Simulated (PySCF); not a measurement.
Atoms are numbered as in `[CH3:1][CH2:2][c:3]1[cH:4][cH:5][cH:6][c:7]([CH3:8])[c:9]1[NH2:10]`. Hydrogens are named by the atom that carries them.

Computational details: σ from GIAO-KT2/pcSseg-1, structure optimised with PBE0-D3(BJ)/def2-SVP, in PySCF 2.14.0 with density-fitted response routines (non-relativistic Hamiltonian, rapidly exchanging positions averaged, no solvent, a single conformation).

Question: Predict the 2D correlation tables (HSQC, COSY, HMBC).

Answer: 

HSQC (one-bond C–H):
```
          δH          δC
6.78 (H(C6))  123.5 (C6)
6.73 (H(C4))  122.7 (C4)
6.42 (H(C5))  112.2 (C5)
2.43 (H(C2))   31.1 (C2)
2.10 (H(C8))   18.9 (C8)
1.11 (H(C1))   15.1 (C1)
```

COSY cross peaks (H two or three bonds apart, from the bond graph; peaks can be absent where the dihedral angle is near 90°):
```
          δH            δH
6.78 (H(C6))  6.42 (H(C5))
6.73 (H(C4))  6.42 (H(C5))
2.43 (H(C2))  1.11 (H(C1))
```

HMBC (two and three bonds, from the bond graph):
```
          δH                                                         δC
6.78 (H(C6))  137.4 (C9), 122.7 (C4), 113.7 (C7), 112.2 (C5), 18.9 (C8)
6.73 (H(C4))  137.4 (C9), 123.5 (C6), 119.8 (C3), 112.2 (C5), 31.1 (C2)
6.42 (H(C5))             123.5 (C6), 122.7 (C4), 119.8 (C3), 113.7 (C7)
2.43 (H(C2))              137.4 (C9), 122.7 (C4), 119.8 (C3), 15.1 (C1)
2.10 (H(C8))                         137.4 (C9), 123.5 (C6), 113.7 (C7)
1.11 (H(C1))                                      119.8 (C3), 31.1 (C2)
```

δ = σ(ref) − σ, references computed at the same level: ¹H (σ = 31.18 ppm), ¹³C (σ = 183.22 ppm) against TMS.

Short H···H contacts in this conformer between protons four or more bonds apart (candidates for NOE cross peaks, intensity ∝ r⁻⁶): H(C2)···H(C4) 2.34 Å, H(C6)···H(C8) 2.36 Å.

The OH or NH signal is concentration- and solvent-dependent in practice; the value given is the gas-phase one. Shifts are as computed. Against solution values, carbons near 30 ppm lie about +2 ppm off and those near 130 ppm about -5 ppm. Of 1211 compounds with measured shifts, 218 miss one by over three times the rms of a fit or turn the order of signals round; such compounds aren't used in these exercises.
